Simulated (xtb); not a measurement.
cyclobutene (C$_{4}$H$_{6}$), singlet, from a rough starting geometry; GFN2-xTB (xtb).

xtb was given this input:
```
$ xtb mol.xyz --gfn 2 --opt vtight --json

# file mol.xyz
10

C      0.03388184    -0.68741987     0.90716102
C     -0.00832036     0.69417350     0.95464799
C      0.00343490    -0.75503452    -0.59237647
C     -0.04412100     0.75100917    -0.62141252
H     -0.04010630    -1.41729645     1.70104476
H      0.03413023     1.43529048     1.69988407
H     -0.89843946    -1.23097277    -0.97923401
H      0.89258364    -1.24930358    -1.00500318
H      0.88640652     1.27535909    -1.04718627
H     -0.89933738     1.18361941    -1.05164357
```

The log (banner, timings and long lists left out):

```
   ID    Z sym.   atoms
    1    6 C      1-4
    2    1 H      5-10

           -------------------------------------------------
          |                Calculation Setup                |
           -------------------------------------------------

           -------------------------------------------------
          |                 G F N 2 - x T B                 |
           -------------------------------------------------

          ...................................................
          :                      SETUP                      :
          :.................................................:
          :  # basis functions                  22          :
          :  # atomic orbitals                  22          :
          :  # shells                           14          :
          :  # electrons                        22          :
          :  max. iterations                   250          :
          :  Hamiltonian                  GFN2-xTB          :
          :  restarted?                      false          :
          :  GBSA solvation                  false          :
          :  PC potential                    false          :
          :  electronic temp.          300.0000000     K    :
          :  accuracy                    1.0000000          :
          :  -> integral cutoff          0.2500000E+02      :
          :  -> integral neglect         0.1000000E-07      :
          :  -> SCF convergence          0.1000000E-05 Eh   :
          :  -> wf. convergence          0.1000000E-03 e    :
          :  Broyden damping             0.4000000          :
          :  net charge                          0          :
          :  unpaired electrons                  0          :
          ...................................................

 iter      E             dE          RMSdq      gap      omega  full diag
   1    -11.7128778 -0.117129E+02  0.395E+00    4.70       0.0  T
   2    -11.7294224 -0.165446E-01  0.232E+00    4.65       1.0  T
   3    -11.7274244  0.199798E-02  0.852E-01    4.61       1.0  T
   4    -11.7268724  0.552011E-03  0.655E-01    4.61       1.0  T
   5    -11.7302887 -0.341629E-02  0.794E-02    4.61       1.0  T
   6    -11.7303137 -0.249687E-04  0.384E-02    4.61       1.0  T
   7    -11.7303139 -0.275718E-06  0.376E-03    4.61       8.4  T
   8    -11.7303140 -0.684323E-07  0.119E-03    4.61      26.7  T
   9    -11.7303140 -0.718430E-09  0.433E-04    4.61      73.0  T
  10    -11.7303140 -0.226041E-09  0.506E-05    4.61     624.5  T

   *** convergence criteria satisfied after 10 iterations ***

         :::::::::::::::::::::::::::::::::::::::::::::::::::::
         ::                     SUMMARY                     ::
         :::::::::::::::::::::::::::::::::::::::::::::::::::::
         :: total energy             -11.547026248005 Eh    ::
         :: gradient norm              0.128381153231 Eh/a0 ::
         :: HOMO-LUMO gap              4.607764389134 eV    ::
         ::.................................................::
         :: SCC energy               -11.730312482112 Eh    ::
         :: -> isotropic ES            0.001539105349 Eh    ::
         :: -> anisotropic ES          0.002771309731 Eh    ::
         :: -> anisotropic XC          0.009513335183 Eh    ::
         :: -> dispersion             -0.004422670339 Eh    ::
         :: repulsion energy           0.183286234107 Eh    ::
         :: add. restraining           0.000000000000 Eh    ::
         :: total charge               0.000000000000 e     ::
         :::::::::::::::::::::::::::::::::::::::::::::::::::::

      -----------------------------------------------------------
     |                   =====================                   |
     |                        A N C O P T                        |
     |                   =====================                   |
     |               Approximate Normal Coordinate               |
     |                Rational Function Optimizer                |
      -----------------------------------------------------------
      -----------------------------------------------------------
     |                   =====================                   |
     |                        A N C O P T                        |
     |                   =====================                   |
     |               Approximate Normal Coordinate               |
     |                Rational Function Optimizer                |
      -----------------------------------------------------------

          ...................................................
          :                      SETUP                      :
          :.................................................:
          :   optimization level         verytight          :
          :   max. optcycles                   200          :
          :   ANC micro-cycles                  20          :
          :   degrees of freedom                24          :
          :.................................................:
          :   RF solver                   davidson          :
          :   write xtbopt.log                true          :
          :   linear?                        false          :
          :   energy convergence         0.1000000E-06 Eh   :
          :   grad. convergence          0.2000000E-03 Eh/α :
          :   maxmium RF displ.          1.0000000          :
          :   Hlow (freq-cutoff)         0.1000000E-01      :
          :   Hmax (freq-cutoff)         5.0000000          :
          :   S6 in model hess.         20.0000000          :
          ...................................................

generating ANC from exact Hessian ...
Using Lindh-Hessian (1995)
 Shifting diagonal of input Hessian by    0.0000000000000000
 Lowest  eigenvalues of input Hessian
    0.000000    0.000000    0.000000    0.000000    0.000000    0.000000
    0.011900    0.033863    0.039047    0.047915    0.053109    0.057802
[...]
 * total energy  :   -11.5470262 Eh     change       -0.3293366E-11 Eh
 * total energy  :   -11.5566251 Eh     change       -0.9598824E-02 Eh
 * total energy  :   -11.5578862 Eh     change       -0.1261135E-02 Eh
 * total energy  :   -11.5579486 Eh     change       -0.6234954E-04 Eh
 * total energy  :   -11.5579670 Eh     change       -0.1843686E-04 Eh
 * total energy  :   -11.5579692 Eh     change       -0.2157829E-05 Eh
 * total energy  :   -11.5579696 Eh     change       -0.4476143E-06 Eh
 * total energy  :   -11.5579697 Eh     change       -0.9770692E-07 Eh
   *** GEOMETRY OPTIMIZATION CONVERGED AFTER 8 ITERATIONS ***
[...]
   3    -11.7571691 -0.190070E-11  0.849E-06    5.17    3726.0  T

   *** convergence criteria satisfied after 3 iterations ***

         :::::::::::::::::::::::::::::::::::::::::::::::::::::
         ::                     SUMMARY                     ::
         :::::::::::::::::::::::::::::::::::::::::::::::::::::
         :: total energy             -11.557969696031 Eh    ::
         :: gradient norm              0.000152716946 Eh/a0 ::
         :: HOMO-LUMO gap              5.166441088453 eV    ::
         ::.................................................::
         :: SCC energy               -11.757167691779 Eh    ::
         :: -> isotropic ES            0.001423651509 Eh    ::
         :: -> anisotropic ES          0.002521409970 Eh    ::
         :: -> anisotropic XC          0.009162965660 Eh    ::
         :: -> dispersion             -0.004421938553 Eh    ::
         :: repulsion energy           0.199197995748 Eh    ::
         :: add. restraining           0.000000000000 Eh    ::
         :: total charge              -0.000000000000 e     ::
         :::::::::::::::::::::::::::::::::::::::::::::::::::::

           -------------------------------------------------
          |                Property Printout                |
           -------------------------------------------------

    * Orbital Energies and Occupations

         #    Occupation            Energy/Eh            Energy/eV
      -------------------------------------------------------------
         1        2.0000           -0.6438180             -17.5192
         2        2.0000           -0.5837977             -15.8859
         3        2.0000           -0.5795914             -15.7715
         4        2.0000           -0.5279609             -14.3665
         5        2.0000           -0.5153248             -14.0227
         6        2.0000           -0.5136775             -13.9779
         7        2.0000           -0.4721826             -12.8487
         8        2.0000           -0.4503311             -12.2541
         9        2.0000           -0.4284912             -11.6598
        10        2.0000           -0.4175362             -11.3617
        11        2.0000           -0.3907071             -10.6317 (HOMO)
        12                         -0.2008439              -5.4652 (LUMO)
        13                          0.0448494               1.2204
        14                          0.0670381               1.8242
        15                          0.1101355               2.9969
        16                          0.1636649               4.4535
        17                          0.1717721               4.6742
        18                          0.2302773               6.2662
        19                          0.2517005               6.8491
        20                          0.2885862               7.8528
        21                          0.3142889               8.5522
        22                          0.7651462              20.8207
      -------------------------------------------------------------
                  HL-Gap            0.1898632 Eh            5.1664 eV
             Fermi-level           -0.2957755 Eh           -8.0485 eV

     #   Z          covCN         q      C6AA      α(0)
     1   6 C        3.215    -0.039    28.249     8.647
     2   6 C        3.215    -0.039    28.249     8.647
     3   6 C        4.130    -0.058    21.530     6.590
     4   6 C        4.130    -0.058    21.530     6.590
     5   1 H        0.926     0.023     2.684     2.562
     6   1 H        0.926     0.023     2.684     2.562
     7   1 H        0.925     0.037     2.493     2.469
     8   1 H        0.925     0.037     2.493     2.469
     9   1 H        0.925     0.037     2.493     2.469
    10   1 H        0.925     0.037     2.493     2.469

 Mol. C6AA /au·bohr⁶  :        868.021876
 Mol. C8AA /au·bohr⁸  :      19665.185787
 Mol. α(0) /au        :         45.475429

Wiberg/Mayer (AO) data.
largest (>0.10) Wiberg bond orders for each atom

 ---------------------------------------------------------------------------
     #   Z sym  total        # sym  WBO       # sym  WBO       # sym  WBO
 ---------------------------------------------------------------------------
     1   6 C    3.981 --     2 C    1.919     3 C    1.025     5 H    0.970
     2   6 C    3.981 --     1 C    1.919     4 C    1.025     6 H    0.970
     3   6 C    3.991 --     1 C    1.025     4 C    0.996     8 H    0.969
                             7 H    0.969
     4   6 C    3.991 --     2 C    1.025     3 C    0.996    10 H    0.969
                             9 H    0.969
     5   1 H    0.999 --     1 C    0.970
     6   1 H    0.999 --     2 C    0.970
     7   1 H    0.999 --     3 C    0.969
     8   1 H    0.999 --     3 C    0.969
     9   1 H    0.999 --     4 C    0.969
    10   1 H    0.999 --     4 C    0.969
 ---------------------------------------------------------------------------

Topologies differ in total number of bonds
Writing topology from bond orders to xtbtopo.mol

molecular dipole:
                 x           y           z       tot (Debye)
 q only:       -0.001      -0.001      -0.140
   full:       -0.001      -0.001      -0.160       0.407
molecular quadrupole (traceless):
                xx          xy          yy          xz          yz          zz
 q only:       -0.287      -0.001       0.235       0.003      -0.001       0.052
  q+dip:       -0.719      -0.003       0.865       0.005      -0.008      -0.146
   full:       -0.208      -0.001       0.365       0.002      -0.004      -0.157

optimized geometry written to: xtbopt.xyz

           -------------------------------------------------
          | TOTAL ENERGY              -11.557969696031 Eh   |
          | GRADIENT NORM               0.000152716946 Eh/α |
          | HOMO-LUMO GAP               5.166441088453 eV   |
           -------------------------------------------------
```
